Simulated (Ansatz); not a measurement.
```yaml
crystal:
  periodic: [false, false, false]
  atoms:
    - {symbol: Li, position_ang: [1.057670, -0.911605, -1.219866]}
    - {symbol: Li, position_ang: [0.963859, 1.989200, -0.986840]}
    - {symbol: Li, position_ang: [-1.748604, -2.379267, -0.931385]}
    - {symbol: Li, position_ang: [-3.362405, -0.583673, 1.240417]}
    - {symbol: Li, position_ang: [-0.865887, 1.514032, 1.576098]}
    - {symbol: Li, position_ang: [-1.575556, 0.487009, -0.985403]}
    - {symbol: Li, position_ang: [3.865622, 0.857196, -1.277371]}
    - {symbol: Li, position_ang: [2.065827, 0.319219, 1.223854]}
    - {symbol: Li, position_ang: [-0.400536, -1.292110, 1.360507]}
basis:
  gaussian: {orbitals: cc-pVDZ, fitting: {mean_field: def2-universal-jkfit}}
total_charge: -1
hamiltonian: {xc: {name: HF}}
correlation: {active_space: {window: {electrons: 2, orbitals: 1}}}
scf: {omitted_lower_state_checks: [starts]}
output: {forces: true}
```

```sh
$ ansatz run in.yaml --threads 2 --pin off --events-out ev --progress --plain --max-ram 4352MiB
```

Output, abridged:

```
Functional definition: HF
  name "HF"
  cite "Fock, Z. Phys. 61, 126 (1930) doi:10.1007/BF01340294"
  parent pbe
  exchange = exact_x
  correlation = 0
these checks for a lower state are left out or cut short: starts
459 factors; integrals over basis functions are off by at most 1.5e-1 eV
mean field evaluation 1: about -1823.0911 eV, gradient 5.2e0 eV
mean field evaluation 2: about -1823.3918 eV, gradient 1.8e0 eV
mean field evaluation 4: about -1823.4894 eV, gradient 4.4e-1 eV
mean field evaluation 8: about -1823.5051 eV, gradient 1.3e-6 eV
mean field -1823.50511799 eV, -67.0125770699 hartree, gradient 1.3e-6 eV, S^2 0.000000; 0 other end points of the search recorded, 0 dependent functions left out
reference -1823.50511799 eV, -67.0125770699 hartree; 14, 14 occupied and 112, 112 virtual orbitals, 459 factors
state -1823.50511799 eV, -67.0125770699 hartree
the calculation of the forces begins
Total energy: -1823.50511799 eV, -67.0125770699 hartree
Atom 0 at     1.057670    -0.911605    -1.219866 Å, force     0.061177    -0.115671    -0.117008 eV/Å
Atom 1 at     0.963859     1.989200    -0.986840 Å, force    -0.016468     0.183291    -0.093673 eV/Å
Atom 2 at    -1.748604    -2.379267    -0.931385 Å, force    -0.006658    -0.186257    -0.137150 eV/Å
Atom 3 at    -3.362405    -0.583673     1.240417 Å, force    -0.267924     0.001918     0.134680 eV/Å
Atom 4 at    -0.865887     1.514032     1.576098 Å, force    -0.016737     0.140647     0.117117 eV/Å
Atom 5 at    -1.575556     0.487009    -0.985403 Å, force    -0.094650     0.076127    -0.107917 eV/Å
Atom 6 at     3.865622     0.857196    -1.277371 Å, force     0.206207     0.016691    -0.090894 eV/Å
Atom 7 at     2.065827     0.319219     1.223854 Å, force     0.114826    -0.017671     0.168236 eV/Å
Atom 8 at    -0.400536    -1.292110     1.360507 Å, force     0.020226    -0.099076     0.126610 eV/Å
Dipole moment:    -0.016943    -0.075456    -0.047185 e Å
Checks for a lower state left out: starts
```

It took 0.75 s on 2 threads of Arm Neoverse V2 on a shared host.

The highest occupied level of an anion often lies above zero with these methods, and sets without diffuse functions describe the outer electron poorly. The restricted singlet is unstable towards broken spin symmetry in Hartree–Fock (as tested in another run); at RHF/cc-pVDZ this wasn't settled.

The dipole of an ion depends on the origin.
